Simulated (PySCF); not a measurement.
Ligands exchanged one at a time, B H-CH3. All species are isolated molecules in the gas phase. Strings in code marks are SMILES.

Computed with CAM-B3LYP-D3(BJ)/def2-TZVP run with PySCF. Excitations are Tamm–Dancoff values on a coarser integration grid. The basis has no diffuse functions, so Rydberg states are missing or too high.

```json
[
 {"species": "0 of 3 H replaced by CH3", "T1 excitation (TDA) (eV)": "–", "HOMO–LUMO gap (eV)": "10.58", "HOMO (eV)": "-11.46", "dipole moment (D)": "0.00"},
 {"species": "1 of 3 H replaced by CH3", "T1 excitation (TDA) (eV)": "5.22", "HOMO–LUMO gap (eV)": "10.35", "HOMO (eV)": "-10.49", "dipole moment (D)": "0.67"},
 {"species": "2 of 3 H replaced by CH3", "T1 excitation (TDA) (eV)": "5.64", "HOMO–LUMO gap (eV)": "10.65", "HOMO (eV)": "-10.12", "dipole moment (D)": "0.41"},
 {"species": "3 of 3 H replaced by CH3 (`CB(C)C`)", "T1 excitation (TDA) (eV)": "6.10", "HOMO–LUMO gap (eV)": "?", "HOMO (eV)": "?", "dipole moment (D)": "?"}
]
```

Complete the blanks.


- 3 of 3 H replaced by CH3 (`CB(C)C`), HOMO–LUMO gap (eV): 10.99
- 3 of 3 H replaced by CH3 (`CB(C)C`), HOMO (eV): -9.94
- 3 of 3 H replaced by CH3 (`CB(C)C`), dipole moment (D): 0.06
